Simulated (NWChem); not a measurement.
System: CHOS cation; SMILES C(=[OH+])=S

Here is an NWChem input.

```
start job
memory heap 200 mb stack 900 mb global 1100 mb
charge 1
geometry units angstroms noautoz
  O     -0.118344     1.640700     0.000000
  C      0.003541     0.419766     0.000000
  S      0.022399    -1.074181     0.000000
  H      0.684647     2.204825     0.000000
end
basis spherical
  O library 6-31g*
  C library 6-31g*
  S library 6-31g*
  H library 6-31g*
end
dft
  xc xcamb88 1.00 lyp 0.81 vwn_5 0.19 hfexch 1.00
  cam 0.33 cam_alpha 0.19 cam_beta 0.46
  iterations 150
  mulliken
end
task dft energy
```

The geometry was optimised at PBE0-D3(BJ)/def2-TZVP.

Question: Give the results of this calculation. (CAM-B3LYP/6-31G* (spherical d).) Quantities: energy (Ha); highest occupied level (eV); orbital gap (eV).

Answer: The energy (Ha) comes out as -511.71 and the highest occupied level (eV) is -17.28. The orbital gap (eV) is 9.69.
